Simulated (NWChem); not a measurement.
Species: SnH4S; SMILES [SH][SnH3]

Results from NWChem. The geometry was optimised at PBE-D3(BJ)/def2-SVP. def2 effective core potentials on Sn; no spin-orbit coupling. Ions are spin-unrestricted doublets at the neutral geometry. Hybrids' shares of exact exchange are those that their runs print; pure functionals count as 0. The functionals differ in more than this share.

```
row                 share of exact exchange  ΔSCF ionisation energy minus −ε(HOMO) (eV)
------------------  -----------------------  ------------------------------------------
PBE/def2-SVP                           0.00                                        3.41
B3LYP/def2-SVP                         0.20                                        2.59
PBE0/def2-SVP                          0.25                                        2.32
BHandHLYP/def2-SVP                     0.50                                    withheld
```

Fit a straight line of the last column on the one before it, predict the withheld value, and compare with the run.


1. Means of the 3 shown rows: x = 0.150, y = 2.773. Slope Σ(x − x̄)(y − ȳ)/Σ(x − x̄)² = -0.1500/0.03500 = -4.286; intercept 3.416.
2. The shown rows scatter about the line by 0.023 (root mean square); the largest residual is +0.03, at B3LYP/def2-SVP.
3. At x = 0.50 (BHandHLYP/def2-SVP; beyond the shown range) the line gives 1.27.
4. The run gives 1.17, -0.10 from the line, 4.3 times the scatter. The line crosses zero at a share of 0.80, outside the shown range.
